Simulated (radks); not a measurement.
Results of a calculation; reference values are marked as such.
Spherical quantum dot in the effective-mass picture: electrons in a well V = -V0 / (1 + exp((r - R)/a)) with V0 = 4.65, R = 4.94, a = 0.56, with a point charge +2 (a donor) at the centre, all in effective atomic units (hartree* = m*/eps^2 hartree, bohr* = eps/m* bohr), one dielectric constant everywhere. Level of theory: non-relativistic Kohn-Sham, r2SCAN, spin-polarised, spherical densities, generalised Kohn-Sham scheme (a radial shooting solver with Libxc functionals). Levels are named by radial order and angular momentum (1s, 1p, 1d, 2s, ...), and open shells are averaged over m.

N = 3, configuration 1s2 1p(up 1, down 0). This is the lowest configuration that the search found. Occupied and some empty levels:

level,occupation,eigenvalue (hartree*),<r> (bohr*)
1s up,1,-4.8516,0.9836
1s down,1,-4.8351,0.9350
1p up,1,-3.9869,2.493
2s up,0,-3.9636,2.534
1p down,0,-3.8404,2.326
2s down,0,-3.8023,2.423
1d up,0,-3.5876,2.901
1d down,0,-3.3706,2.773
1f up,0,-3.1587,3.182
1f down,0,-2.8768,3.082

Energy (hartree*): total -16.2975, kinetic 3.2495, external -21.344, Hartree 3.0580, exchange-correlation -1.2606.

Electron density:

r (bohr*),n(r) (e/bohr*^3)
0.160,1.896
0.426,0.6923
0.693,0.2725
0.960,0.1168
1.23,0.05557
1.49,0.03007
1.76,0.01873
2.03,0.01300
2.29,0.009548
2.56,0.007053
2.83,0.005027
3.09,0.003370
3.36,0.002087
